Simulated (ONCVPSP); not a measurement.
Reading a pseudo-wave (F)

Columns: radius, all-electron u(r) and pseudo u(r) of the 2p shell (level -11.22 eV) of fluorine in the configuration [He] 2s1.75 2p5.25; PBE, scalar-relativistic, ONCV scheme, ONCVPSP 4.0.1.

```csv
r (bohr),all-electron,pseudo
0.062,0.0627,0.0215
0.125,0.1958,0.0848
0.188,0.3458,0.1836
0.250,0.4851,0.3056
0.312,0.6054,0.4407
0.375,0.7050,0.5788
0.438,0.7823,0.7062
0.500,0.8377,0.8120
0.562,0.8751,0.8929
0.625,0.8971,0.9471
0.688,0.9060,0.9740
0.750,0.9042,0.9771
0.812,0.8944,0.9619
0.875,0.8780,0.9331
0.938,0.8566,0.8962
1.000,0.8322,0.8567
1.062,0.8052,0.8176
1.125,0.7762,0.7804
1.188,0.7462,0.7468
1.250,0.7161,0.7161
1.312,0.6860,0.6860
1.375,0.6556,0.6556
1.438,0.6257,0.6257
1.500,0.5969,0.5969
1.562,0.5689,0.5689
1.625,0.5413,0.5412
```

(1) How many radial nodes do the two functions have?

(2) At about which radius was the pseudo-wave matched?

(3) Is the pseudo-wave norm-conserving?

Answers

(1) The all-electron 2p function has n − l − 1 = 0; the pseudo-wave has 0.

(2) 1.25 bohr, where the columns begin to agree (steps of 0.06 bohr).

(3) Yes: the ONCV scheme keeps the norm inside the radius equal to the all-electron one, which fixes the energy derivative of the logarithmic derivative at the level.
